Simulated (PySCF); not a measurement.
Record of a relaxation.

WO(OH)3 (doublet state).
Bonds: W1–O2, W1–O3, W1–O5, W1–O7. Hydrogens: H4 on O3; H6 on O5; H8 on O7.

Computed by this run: PBE0-D3(BJ)/def2-SVP geometry optimisation, gas phase, def2 core potentials past Kr in PySCF; unrestricted, density fitting, grid level 1; the optimiser is geomeTRIC in internal coordinates, started from a GFN2-xTB structure with every atom displaced at random (about 0.03 Å). The frame can shift and turn from step to step; on so coarse a grid that alone can change the energy by a few meV, and forces under 0.02 eV/Å are noise.

Step 0: E = -10049.3543 eV, largest atomic force 10.458 eV/Å
```
atom  x, y, z in Å  |  force x, y, z in eV/Å
W1     -0.103   -0.116    0.238   -5.355   2.329   1.658
O2     -1.288   -0.320    1.463   -0.033  -0.214   1.087
O3      1.345    0.320   -0.658    9.016   1.976  -4.917
H4      2.287    0.513   -1.171   -3.915  -0.636   2.372
O5     -0.681    1.746   -0.182   -0.625  -0.254   0.919
H6     -1.391    2.300    0.257    1.011  -1.477  -0.751
O7      0.181   -1.882   -0.202    0.767  -0.550  -0.852
H8     -0.211   -2.647    0.171   -0.867  -1.173   0.484
```

Step 1: E = -10050.3824 eV, largest atomic force 1.383 eV/Å
```
atom  x, y, z in Å  |  force x, y, z in eV/Å
W1     -0.127   -0.074    0.234   -0.473   0.425   0.115
O2     -1.234   -0.327    1.548    1.181   0.358  -0.624
O3      1.465    0.397   -0.721    0.745  -0.270  -0.198
H4      2.330    0.595   -1.136   -0.969  -0.190   0.758
O5     -0.694    1.702   -0.219   -0.212  -0.271   0.264
H6     -1.395    2.193    0.231   -0.101  -0.318  -0.148
O7      0.107   -1.904   -0.213    0.127   0.286  -0.170
H8     -0.314   -2.668    0.190   -0.299  -0.019   0.004
```

Step 2: E = -10050.5968 eV, largest atomic force 2.670 eV/Å
```
atom  x, y, z in Å  |  force x, y, z in eV/Å
W1     -0.085   -0.036    0.216    1.059  -0.012  -0.892
O2     -1.046   -0.152    1.610    0.084  -0.455   0.980
O3      1.543    0.362   -0.718   -2.446  -0.489   0.953
H4      2.393    0.528   -1.036    1.995   0.448  -0.424
O5     -0.788    1.642   -0.227    0.015   0.603  -0.688
H6     -1.531    2.025    0.241   -0.335   0.006   0.067
O7      0.063   -1.858   -0.288   -0.299  -0.295   0.166
H8     -0.410   -2.597    0.119   -0.074   0.194  -0.161
```

Step 3: E = -10050.8836 eV, largest atomic force 2.215 eV/Å
```
atom  x, y, z in Å  |  force x, y, z in eV/Å
W1     -0.023   -0.001    0.186    1.122  -0.401  -1.080
O2     -0.687   -0.178    1.725   -0.369   0.000   1.335
O3      1.610    0.392   -0.703   -2.157  -0.465   0.198
H4      2.496    0.581   -0.901    1.779   0.376  -0.067
O5     -0.893    1.583   -0.329    0.040   0.315  -0.316
H6     -1.678    1.856    0.142   -0.429   0.197   0.114
O7     -0.064   -1.828   -0.317   -0.119  -0.326   0.003
H8     -0.624   -2.491    0.114    0.133   0.304  -0.186
```

Step 4: E = -10050.9290 eV, largest atomic force 1.076 eV/Å
```
atom  x, y, z in Å  |  force x, y, z in eV/Å
W1      0.026    0.009    0.172   -0.097   0.514   0.940
O2     -0.362   -0.046    1.847   -0.062  -0.268  -0.787
O3      1.654    0.357   -0.702    0.594   0.222  -0.790
H4      2.609    0.549   -0.747   -0.875  -0.156   0.358
O5     -1.015    1.526   -0.365    0.378  -0.249   0.145
H6     -1.844    1.707    0.093    0.024   0.046  -0.083
O7     -0.149   -1.795   -0.400    0.025  -0.098   0.323
H8     -0.781   -2.392    0.018    0.014  -0.011  -0.106
```

Step 5: E = -10051.0145 eV, largest atomic force 0.656 eV/Å
```
atom  x, y, z in Å  |  force x, y, z in eV/Å
W1     -0.004   -0.003    0.204   -0.036   0.007   0.231
O2     -0.503   -0.143    1.836    0.017   0.037  -0.276
O3      1.587    0.373   -0.722    0.376   0.120  -0.524
H4      2.528    0.576   -0.781   -0.374  -0.079   0.320
O5     -0.931    1.564   -0.357   -0.021  -0.161   0.258
H6     -1.764    1.815    0.062    0.068   0.010  -0.105
O7     -0.080   -1.818   -0.356    0.023   0.092   0.115
H8     -0.693   -2.451    0.030   -0.053  -0.026  -0.019
```

Step 6: E = -10051.0490 eV, largest atomic force 0.465 eV/Å
```
atom  x, y, z in Å  |  force x, y, z in eV/Å
W1      0.011   -0.003    0.182   -0.074  -0.203   0.045
O2     -0.476   -0.155    1.809   -0.037   0.090   0.171
O3      1.588    0.384   -0.767   -0.051  -0.008  -0.462
H4      2.519    0.593   -0.734    0.183   0.040   0.244
O5     -0.931    1.553   -0.346   -0.086   0.071   0.116
H6     -1.766    1.802    0.067    0.020   0.018  -0.073
O7     -0.089   -1.822   -0.344    0.073   0.006  -0.025
H8     -0.717   -2.438    0.048   -0.029  -0.013  -0.017
```

Step 7: E = -10051.0865 eV, largest atomic force 0.588 eV/Å
```
atom  x, y, z in Å  |  force x, y, z in eV/Å
W1      0.031   -0.007    0.165   -0.412  -0.224  -0.354
O2     -0.380   -0.146    1.809    0.026   0.086   0.532
O3      1.570    0.386   -0.858   -0.114  -0.053  -0.214
H4      2.459    0.595   -0.589    0.520   0.125   0.114
O5     -0.928    1.544   -0.330    0.004   0.075  -0.002
H6     -1.779    1.796    0.039   -0.061   0.017  -0.001
O7     -0.088   -1.828   -0.343    0.049   0.013  -0.066
H8     -0.747   -2.426    0.022   -0.012  -0.039  -0.009
```

Step 8: E = -10051.1001 eV, largest atomic force 0.217 eV/Å
```
atom  x, y, z in Å  |  force x, y, z in eV/Å
W1      0.026   -0.007    0.167   -0.093  -0.133  -0.144
O2     -0.339   -0.121    1.828    0.020   0.026   0.193
O3      1.576    0.381   -0.856   -0.047  -0.020  -0.089
H4      2.467    0.590   -0.569    0.182   0.049   0.050
O5     -0.940    1.538   -0.333   -0.039   0.100   0.013
H6     -1.797    1.783    0.028   -0.029   0.020  -0.021
O7     -0.095   -1.824   -0.352    0.001  -0.011   0.029
H8     -0.759   -2.425    0.003    0.005  -0.032  -0.031
```

Step 9: E = -10051.1037 eV, largest atomic force 0.120 eV/Å
```
atom  x, y, z in Å  |  force x, y, z in eV/Å
W1      0.023   -0.009    0.165   -0.070   0.053  -0.068
O2     -0.301   -0.108    1.838    0.024  -0.001  -0.039
O3      1.577    0.379   -0.864   -0.029  -0.007   0.042
H4      2.462    0.588   -0.545    0.007   0.010  -0.018
O5     -0.950    1.541   -0.330    0.063  -0.081   0.062
H6     -1.814    1.788    0.017    0.007  -0.004  -0.022
O7     -0.097   -1.828   -0.352   -0.015   0.045   0.074
H8     -0.762   -2.437   -0.013    0.015  -0.014  -0.032
```

Step 10: E = -10051.1046 eV, largest atomic force 0.100 eV/Å
```
atom  x, y, z in Å  |  force x, y, z in eV/Å
W1      0.019   -0.009    0.166    0.053  -0.023  -0.016
O2     -0.295   -0.106    1.842    0.004   0.003  -0.045
O3      1.573    0.380   -0.863    0.057   0.012   0.058
H4      2.458    0.592   -0.545   -0.089  -0.014  -0.043
O5     -0.948    1.540   -0.327   -0.017   0.016   0.038
H6     -1.814    1.788    0.011    0.001   0.004  -0.024
O7     -0.096   -1.828   -0.348   -0.019   0.014   0.059
H8     -0.760   -2.443   -0.019    0.010  -0.011  -0.028
```

Step 11: E = -10051.1054 eV, largest atomic force 0.074 eV/Å
```
atom  x, y, z in Å  |  force x, y, z in eV/Å
W1      0.017   -0.010    0.167    0.071  -0.019   0.009
O2     -0.294   -0.104    1.843   -0.002   0.003  -0.035
O3      1.570    0.381   -0.862    0.025   0.006   0.023
H4      2.456    0.596   -0.552   -0.060  -0.009  -0.019
O5     -0.947    1.541   -0.322   -0.019   0.022   0.020
H6     -1.816    1.793    0.006   -0.005   0.002  -0.016
O7     -0.094   -1.830   -0.341   -0.012   0.000   0.038
H8     -0.755   -2.453   -0.024    0.002  -0.005  -0.019
```

Step 12: E = -10051.1061 eV, largest atomic force 0.038 eV/Å
```
atom  x, y, z in Å  |  force x, y, z in eV/Å
W1      0.017   -0.011    0.169    0.028  -0.023   0.009
O2     -0.280   -0.098    1.847   -0.007   0.003   0.014
O3      1.564    0.382   -0.866   -0.004   0.000  -0.008
H4      2.447    0.603   -0.553    0.009   0.006  -0.005
O5     -0.946    1.541   -0.314   -0.015   0.026  -0.006
H6     -1.822    1.795   -0.006   -0.006  -0.006  -0.005
O7     -0.091   -1.832   -0.328    0.004  -0.009   0.005
H8     -0.752   -2.466   -0.035   -0.009   0.004  -0.003
```

Step 13: E = -10051.1063 eV, largest atomic force under 0.02 eV/Å
```
atom  x, y, z in Å  |  force x, y, z in eV/Å
W1      0.019   -0.011    0.172    0.002  -0.001   0.007
O2     -0.278   -0.096    1.850   -0.005   0.002   0.014
O3      1.564    0.382   -0.865   -0.004   0.000  -0.016
H4      2.449    0.606   -0.559    0.008   0.005   0.001
O5     -0.947    1.540   -0.313    0.004   0.004  -0.005
H6     -1.826    1.791   -0.010   -0.004  -0.009  -0.002
O7     -0.090   -1.833   -0.322    0.009  -0.007   0.001
H8     -0.753   -2.467   -0.036   -0.010   0.005   0.000
```

**Question.** Summarise the path.

**Answer.** The energy falls by 40.40 kcal/mol from step 0 to step 13; nine tenths of that is first reached at step 5. It falls at every step. The largest force goes from 10.458 to under 0.02 eV/Å. Among the bonds W1–O3 changes most, from 1.758 to 1.902 Å; the atoms move by 0.597 Å rms after alignment.

What follows is the cost of the whole optimisation. Hardware: Arm Neoverse N1, one thread, shared host with 64 logical CPUs at a one-minute load of 59. Cost: 4.1 min of wall time, 0.43 GiB resident at most.
